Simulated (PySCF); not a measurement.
Worked example: oscillator strength and radiative lifetime

CH2InNO, SMILES O=C=[N][InH2].

Geometry: B3LYP-D3(BJ)/def2-SVP. The def2 effective core potentials stand for the cores of In; spin–orbit coupling is left out.

PySCF with TDDFT-PBE0/def2-SVPD puts the first singlet state with f over 0.02 at 5.07 eV (vertical), with the transition dipole (-0.002, -0.958, 0.000) in atomic units.

### Question
Find the oscillator strength, the wavelength and the radiative lifetime that this transition would have in vacuum if emission retraced absorption.

### Answer

|μ|² = 0.9178 au, so |μ| = 2.43 D. ΔE = 5.07/27.211 = 0.1863 hartree. f = (2/3) ΔE |μ|² = 0.114 (the program prints 0.114).
λ = 1239.84/5.07 = 245 nm; ν = 40892 cm⁻¹.
Einstein's coefficient A = 0.6670 ν² f s⁻¹ (ν in cm⁻¹) = 1.3e8 s⁻¹, so τ = 1/A = 7.9 ns. This state is S2; the lower singlet has f = 0.000. The figure is the radiative limit of this one transition; relaxation, internal conversion, crossing to triplets and a medium change what is measured.
